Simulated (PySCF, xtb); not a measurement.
C2H8N2Si2, SMILES CN[Si@H]1C=N[SiH2]1.

The structure is a stationary point at PBE0-D3(BJ)/def2-SVP. The structure was generated by enumeration; whether it is a known compound was not checked. Other conformers were not sampled.

Calculation: C-PCM-M06-2X/def2-SVP (PySCF).

The values are the electrostatic part of the solvation free energy, E(continuum) − E(gas) at the gas-phase geometry, in a cavity of scaled van der Waals radii (PySCF's table); cavitation and dispersion terms are not included. In vacuum the orbital gap is 7.73 eV. The dipole moment in vacuum is 3.34 D.

Question: Estimate the values in water (ε = 78.36), N,N-dimethylformamide (ε = 37.22), chlorobenzene (ε = 5.70). (The exact figures need the calculation; the answer reports its results.)

Answer: 
```
solvent                    ε  ΔG(elec) (kcal/mol)  dipole (D)  gap (eV)
---------------------  -----  -------------------  ----------  --------
water                  78.36                 -4.8        4.30      7.67
N,N-dimethylformamide  37.22                 -4.7        4.28      7.67
chlorobenzene           5.70                 -3.9        4.10      7.69
```

For comparison, GFN2-xTB/ALPB(water) (xtb, at the GFN2-xTB geometry, all terms of that model) gives -3.4 kcal/mol.
